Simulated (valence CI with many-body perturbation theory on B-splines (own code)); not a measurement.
Results of a calculation; reference values are marked as such.
Hyperfine factors and g values of La6+

Method: valence CI with perturbative core correlation (CI+MBPT): five valence electrons over a frozen Dirac-Fock core [Kr] 4d10, radial functions for each j: 7 s, 7 p, 7 d, 7 f, 4 g, 2 h, with the one-electron correlation potential Σ1, the two-electron term Σ2, the three-electron term Σ3, Breit, model QED; selected CI, second order for the rest, scaled by the run's own slope (own B-spline code, finite nucleus).

With an open or low-lying f shell, different configurations can be misplaced against each other by up to about 5,000 cm⁻¹. No measured spectrum was set against this ion. As an estimate, levels hold to about 250 cm⁻¹ or 0.2 % of their energy and the worst to 1 %, as in measured heavy ions of charge 2 to 7; those with d or f electrons hold less well. Core correlation moves these levels by up to 19000 cm⁻¹, and in measured spectra 5 to 20 % of such shifts remained as error; rates that hang on mixing are uncertain with them. Among the levels kept, up to 680 cm⁻¹ of a level comes from second order outside the variational space, and about a tenth of that is noise between levels of different J, which matters for small intervals.

A/g_I is the dipole constant over the nuclear g factor μ/I (μ in nuclear magnetons, uniformly magnetised nucleus), B/Q the quadrupole constant per barn. Both hold the static response of the core; the bare values leave it out. Large factors of s and p1/2 electrons are usually good to 5 to 10 %; those of open d and f shells near neutrality can be off by tens of per cent, and small factors of p3/2, d and f electrons come from cancelling terms and can be off by a factor of two or in sign, in half-filled shells by more. B is blank for J = 1/2, where it vanishes, and for nearly pure S terms. Energies count from the lowest level.

Levels are named by their leading jj configuration (3d3/2^4 stands for four electrons in 3d with j = 3/2), which in mixed levels can hold well under half, so a name can repeat and another be missing. Letters in brackets count levels of one name in rising energy.

```csv
Level,E (cm⁻¹),g,A/g_I (MHz),A/g_I bare,B/Q (MHz/b),B/Q bare
(5s^2 5p1/2^2 5p3/2) J=3/2,0.0,1.721,1230,767,1790,1580
(5s^2 5p1/2 5p3/2^2) J=3/2,19910,1.156,585,485,3510,3120
(5s^2 5p1/2 5p3/2^2) J=5/2,27064,1.200,5210,4710,-79.2,-67.1
(5s^2 5p1/2 5p3/2^2) J=1/2,40851,0.665,16700,15500,,
(5s^2 5p3/2^3) J=3/2,57791,1.258,2540,2220,-5340,-4740
(4f5/2 5s^2 5p1/2^2) J=5/2,112950,0.784,781,822,-1290,-1260
(4f7/2 5s^2 5p1/2^2) J=7/2,116600,1.152,218,327,-1830,-1770
(4f5/2 5s^2 5p1/2 5p3/2) J=7/2 [a],128600,0.994,1830,1700,-1560,-1470
(4f5/2 5s^2 5p1/2 5p3/2) J=5/2 [a],128910,0.993,42.5,37.2,-2050,-1890
(4f7/2 5s^2 5p1/2 5p3/2) J=7/2 [a],131510,1.147,479,535,-834,-832
(4f7/2 5s^2 5p1/2 5p3/2) J=9/2 [a],131560,1.179,804,798,201,33.8
(4f5/2 5s^2 5p1/2 5p3/2) J=3/2 [a],133200,0.714,338,439,80.4,8.27
(4f7/2 5s^2 5p1/2 5p3/2) J=5/2 [a],134200,1.259,-1750,-1460,-1680,-1570
(4f7/2 5s^2 5p1/2 5p3/2) J=9/2 [b],135460,1.172,1200,1160,2390,2000
(4f7/2 5s^2 5p1/2 5p3/2) J=11/2,138060,1.229,1840,1720,-1180,-1210
(4f5/2 5s^2 5p1/2 5p3/2) J=5/2 [b],139500,1.002,2090,1970,-54.5,-58.6
(4f7/2 5s^2 5p1/2 5p3/2) J=7/2 [b],139820,1.170,1800,1770,-1200,-1120
(4f5/2 5s^2 5p1/2 5p3/2) J=3/2 [b],139840,1.012,675,903,439,397
(4f5/2 5s^2 5p1/2 5p3/2) J=1/2,140150,0.093,-4610,-3830,,
(5s 5p1/2^2 5p3/2^2) J=5/2,143030,1.565,14000,12800,3710,3310
(4f7/2 5s^2 5p1/2 5p3/2) J=9/2 [c],146260,1.056,2300,2130,1160,893
(4f7/2 5s^2 5p1/2 5p3/2) J=3/2,146520,0.744,-1590,-1260,581,457
(4f5/2 5s^2 5p1/2 5p3/2) J=7/2 [b],146540,1.009,-164,-135,2700,2270
(4f7/2 5s^2 5p1/2 5p3/2) J=5/2 [b],150700,0.946,2330,2340,1020,828
(5s 5p1/2 5p3/2^3) J=3/2 [a],156830,1.637,7590,6780,-3770,-3360
(4f5/2 5s^2 5p3/2^2) J=7/2,158700,1.170,924,929,-1750,-1590
(4f5/2 5s^2 5p3/2^2) J=5/2 [a],158770,0.972,1060,993,-3140,-2800
(4f7/2 5s^2 5p3/2^2) J=9/2,158940,1.220,882,868,1990,1670
(5s 5p1/2^2 5p3/2^2) J=1/2,159970,2.573,37500,34200,,
(4f5/2 5s^2 5p3/2^2) J=3/2,163460,0.787,-153,-117,-1540,-1390
(4f7/2 5s^2 5p3/2^2) J=11/2,164320,1.134,1310,1280,7190,6230
(4f5/2 5s^2 5p3/2^2) J=9/2,165990,1.008,1430,1320,4310,3720
(4f7/2 5s^2 5p3/2^2) J=5/2,171620,1.121,182,348,-284,-297
(4f5/2 5s^2 5p3/2^2) J=1/2,171870,0.568,-3600,-3130,,
(4f7/2 5s^2 5p3/2^2) J=7/2 [a],171960,1.071,808,738,1070,872
(4f7/2 5s^2 5p3/2^2) J=3/2,173510,1.271,-1670,-1200,457,372
(5s 5p1/2 5p3/2^3) J=3/2 [b],176620,0.975,-1430,-1350,-5090,-4540
(5s 5p1/2 5p3/2^3) J=5/2,183100,1.234,15500,14300,-8440,-7500
(4f7/2 5s^2 5p3/2^2) J=7/2 [b],185880,1.142,336,453,4910,4220
(4f5/2 5s^2 5p3/2^2) J=5/2 [b],186590,0.860,461,490,4280,3690
```

Task: Take the isotope of mass number 138, with I = 5, μ = 3.7084 μN and Q = 0.39 b. What is the hyperfine structure of (4f5/2 5s^2 5p1/2 5p3/2) J=7/2 [a]?

Result: From the table A = 1360 MHz, B = -607 MHz. Shifts from the centre of gravity in MHz: F = 3/2: -28800, F = 5/2: -25300, F = 7/2: -20500, F = 9/2: -14200, F = 11/2: -6670, F = 13/2: 2190, F = 15/2: 12300, F = 17/2: 23600.
